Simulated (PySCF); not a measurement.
Ge(Et)(OH)2(NH2), SMILES [OH][Ge]([NH2])([OH])[CH2]C, GFN2-xTB optimised geometry.

```
15

C     -0.48     1.60     1.20
C     -0.96     0.80     0.00
Ge    -0.24    -1.06     0.00
N      1.58    -1.06     0.00
O     -0.95    -2.06    -1.30
O     -0.67    -1.97     1.42
H      0.60     1.67     1.20
H     -0.79     1.11     2.12
H     -0.90     2.60     1.18
H     -0.66     1.30    -0.92
H     -2.05     0.74    -0.01
H      2.05    -0.71    -0.82
H      2.01    -1.93     0.27
H     -0.92    -1.71    -2.19
H     -1.37    -2.60     1.26
```

Density from PBE0/def2-TZVP (PySCF) at that geometry.

Minimum of the electron density along straight lines between bonded atoms, close to the bond critical point (lines longer than 1.1 times the sum of covalent radii, or with two minima, are not listed):

```
bond    length / Å  ρ at the minimum / e bohr⁻³  ∇²ρ there / e bohr⁻⁵  position (fraction from the first atom)
------  ----------  ---------------------------  --------------------  ---------------------------------------
C1–C2        1.520                        0.244                 -0.60                                     0.49
C2–Ge3       1.997                        0.124                  0.03                                     0.53
Ge3–N4       1.822                        0.145                  0.45                                     0.47
Ge3–O5       1.786                        0.140                  0.63                                     0.47
Ge3–O6       1.737                        0.158                  0.77                                     0.47
C1–H7        1.087                        0.281                 -0.97                                     0.64
C1–H8        1.087                        0.281                 -0.97                                     0.64
C1–H9        1.089                        0.278                 -0.95                                     0.64
C2–H10       1.090                        0.276                 -0.93                                     0.64
C2–H11       1.091                        0.277                 -0.93                                     0.64
N4–H12       1.009                        0.336                 -1.63                                     0.74
N4–H13       1.010                        0.336                 -1.66                                     0.74
O5–H14       0.953                        0.365                 -2.49                                     0.81
O6–H15       0.955                        0.362                 -2.48                                     0.81
```
